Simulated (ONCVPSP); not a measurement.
## What the settings do to the ONCV potential of vanadium

Base potential:

* Element: V
* Generator: ONCVPSP 4.0.1
* Type: optimised norm-conserving Vanderbilt (ONCV)
* Functional: PBE
* Relativity: scalar-relativistic
* Frozen core: [Ne]
* Valence charge: 13
* Reference configuration: 3s2 3p6 3d3 4s2
* Partial waves: 3s+4s: rc 1.55 bohr, ncon 5, nbas 9, qcut 7.2 1/bohr, 2 projectors; 3p: rc 1.05 bohr, ncon 5, nbas 8, qcut 6.7 1/bohr, 2 projectors, debl 1.5 Ha; 3d: rc 2.40 bohr, ncon 4, nbas 9, qcut 5.8 1/bohr, 2 projectors, debl 3.4 Ha
* Local potential: polynomial inside 0.75 bohr (lpopt 5, dvloc0 0 Ha)
* Core correction: Teter function, fcfact 2.75, rcfact 1.55

In the p channel the program set the typed energies aside and used -1.618, 0.250 Ha.

Cutoffs, loose and tight: the cutoffs (Ha) at which the residual kinetic energy of the hardest occupied pseudo-wave falls to 1 and 0.1 mHa per electron. They do not see the model core or the augmentation charge, which bear on the density cutoff. Test errors are all-electron minus pseudo excitation energies from the reference, over the configurations 3s2 3p6 3d3 4s1; 3s2 3p6 3d3 4s0; 3s2 3p6 3d2 4s0; 3s2 3p6 3d4 4s1. A dash means not determined; rows that change the core or the reference have their own tests.

A true bound ghost makes a file unfit for plane-wave use even where its test errors are small: the radial tests pick states by their node count and pass the ghost by.

```tsv
change	outcome	cutoff, loose	cutoff, tight	bound ghosts	GHOST(+) flags above zero	largest test error (meV)
base	generated, projector energies reset by the program	71 Ha	159 Ha	none	d	+302
local potential polynomial inside 1.00 bohr (lpopt 5, dvloc0 0 Ha)	generated, projector energies reset by the program	71 Ha	159 Ha	none	none	+252
fully relativistic	generated, projector energies reset by the program	72 Ha	159 Ha	none	d5/2, d3/2	+305
core [Ne] 3s2, valence charge 11; reference 3p6 3d3 4s1.5; waves now 4s: rc 2.30 bohr, ncon 4, nbas 7, qcut 2.3 1/bohr, 2 projectors, debl 3.3 Ha; 3p: rc 1.40 bohr, ncon 5, nbas 8, qcut 11.9 1/bohr, 3 projectors, debl 2.7 Ha; 3d: rc 1.25 bohr, ncon 5, nbas 9, qcut 10.9 1/bohr, local; local potential the d channel	generated	53 Ha	76 Ha	s	s	-96
d: nproj 3	generated, projector energies reset by the program	71 Ha	159 Ha	d	none	+257
s: qcut 6.6; p: qcut 6.2; d: qcut 5.3	generated, projector energies reset by the program	67 Ha	157 Ha	none	s	+395
p: qcut 4.1	generated, projector energies reset by the program	43 Ha	92 Ha	none	d	+302
reference 3s2 3p6 3d3 4s1.75 4p0.25; wave 3p: rc 1.05 bohr, ncon 5, nbas 8, qcut 6.7 1/bohr, 2 projectors, debl 1.5 Ha becomes 3p+4p: rc 1.05 bohr, ncon 5, nbas 8, qcut 6.7 1/bohr, 2 projectors	generated	71 Ha	159 Ha	none	d	+329
s: rc 2.04	generated, projector energies reset by the program	71 Ha	159 Ha	none	s, d	+302
```
